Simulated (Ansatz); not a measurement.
Job for Ansatz (a quantum-chemistry and plane-wave program): R-PBE0/def2-TZVPP on NiO, 2S+1 = 1, a spin state set in the input, which need not be the lowest.

Ansatz 0.2 input:
```yaml
crystal:
  periodic: [false, false, false]
  atoms:
    - {symbol: Ni, position_ang: [0.00000000, 0.00000000, 0.00000000]}
    - {symbol: O, position_ang: [0.00000000, 0.00000000, 1.80500000]}
basis:
  gaussian:
    orbitals: def2-TZVPP
hamiltonian:
  xc: {name: PBE0}
relax: {f_tol: 0.002, max_steps: 120}
```

Question: What total energy does the run end on?

Answer: -1583.1285 hartree.

Question: How many basis functions does it have, and what does it roughly cost on one machine?

Answer: 95 functions; very roughly 60 core-seconds.
